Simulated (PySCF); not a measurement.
## UHF on B (boron, neutral)

Configuration: [He] 2s1 2p2, high-spin 4P determinant (an excited configuration). Calculation: PySCF 2.14, in def2-QZVPPD; no relativity, point nucleus.

```json
{
  "Total energy": "-24.452661 hartree",
  "One-electron energy": "-32.1926 hartree",
  "Hartree (Coulomb) energy": "11.6293 hartree",
  "Exchange energy": "-3.8894 hartree",
  "Kinetic energy": "24.45296 hartree",
  "⟨S²⟩": "3.7500",
  "⟨L²⟩": "2.013",
  "Sum of ⟨r⟩": "6.771 bohr",
  "Sum of ⟨r²⟩": "15.71 bohr²",
  "Traceless quadrupole moment −½Σ⟨3z² − r²⟩ along its main axis": "2.44 e·bohr²",
  "Density at the nucleus (Gaussians lack the cusp)": "69.7 bohr⁻³",
  "Spin density at the nucleus": "1.58 bohr⁻³",
  "Langevin diamagnetic susceptibility": "-12.4 ×10⁻⁶ cm³/mol"
}
```

```
shell  electrons  mean orbital energy (hartree)  rms radius, mean of both spins (bohr)
 1s α          1                       -7.71415                                  0.380
 1s β          1                       -7.64173                                  0.380
 2s α          1                       -0.64395                                   2.08
 2p α          2                       -0.35643                                   2.36
```

Spin-orbit constants ζ (cm⁻¹) from the X2C one-electron operator on these orbitals (non-relativistic here): bare nucleus, nucleus screened by l(l+1)(2l+1)/3 electrons, and screened by the Breit-Pauli mean field of the electrons.

```json
{"shell": "2p", "bare": "23.87", "screened nucleus": "14.32", "mean field": "10.68"}
```

To first order the Landé constant is A = 3.560 cm⁻¹, so the lowest level has J = 1/2 and lies 0.00110 eV below the centre of the term. This holds in LS coupling only.
